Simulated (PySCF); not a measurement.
Spectrum to structure. Method used: TDDFT CAM-B3LYP/def2-SVPD, vertical, gas phase, core orbitals frozen in the response in PySCF 2.14.0, density-fitted response routines. Geometries: GFN2-xTB, one conformer each.

| state | E (eV) | f | main configurations (H = HOMO, L = LUMO) |
| --- | --- | --- | --- |
| S1 | 5.90 | 0.0003 | H-1→L (60%), H-1→L+6 (12%) |
| S2 | 6.14 | 0.027 | H→L (46%), H-1→L+1 (16%) |
| S3 | 6.18 | 0.0019 | H→L+1 (37%), H-1→L (13%), H→L+5 (12%) |
| S4 | 7.06 | 0.0001 | H→L+3 (24%), H→L+2 (24%), H-2→L+2 (11%) |
| S5 | 7.07 | 0.012 | H-1→L+2 (28%), H-1→L+3 (23%), H-3→L+2 (18%) |
| S6 | 7.09 | 0.0024 | H-3→L (66%), H-1→L (12%) |
| S7 | 7.23 | 0.0070 | H→L+2 (37%), H→L+1 (29%), H→L+3 (19%) |
| S8 | 7.25 | 0.018 | H-1→L+2 (38%), H-1→L+1 (35%), H-1→L+3 (13%) |

Triplets computed (Tamm–Dancoff): 5.00, 5.42, 5.44 eV.

Orbital energies (eV): HOMO-3 -9.82, HOMO-2 -9.77, HOMO-1 -8.93, HOMO -8.89, LUMO 0.73, LUMO+1 1.09, LUMO+2 1.21.

**Question.** Which structure fits?
A. `C1=C([Si@H](C=C[SiH2]1)F)C`
B. `CC#C[Si@H]1C[Si@@H](F)C1`
C. `C(=O)[C@H]1[SiH2][SiH2][SiH2]C1=O`

**Answer.** B. Its S1, at 5.90 eV, is the highest among the candidates; the nearest of the others has S1 at 5.55 eV. S1 is HOMO-1→LUMO (60%), HOMO-1→LUMO+6 (12%). Löwdin shares by element: HOMO carbon 77% or more (atoms not listed hold the other 23%); LUMO silicon 29%, carbon 25% or more (atoms not listed hold the other 46%). At the same level the other candidates give, for their lowest levels:
- `O=C[C@H]1[SiH2][SiH2][SiH2]C1=O`: 3.45 eV (f 0.002); 4.33 eV (f 0.001); 5.00 eV (f 0.018); 5.58 eV (f 0.001); 5.71 eV (f 0.007); T1 2.86 eV; HOMO -8.33, LUMO -0.56 eV
- `CC1=C[SiH2]C=C[Si@@H]1F`: 5.55 eV (f 0.002); 6.05 eV (f 0.027); 6.07 eV (f 0.007); 6.50 eV (f 0.063); 6.82 eV (f 0.214); T1 4.05 eV; HOMO -9.10, LUMO -0.09 eV
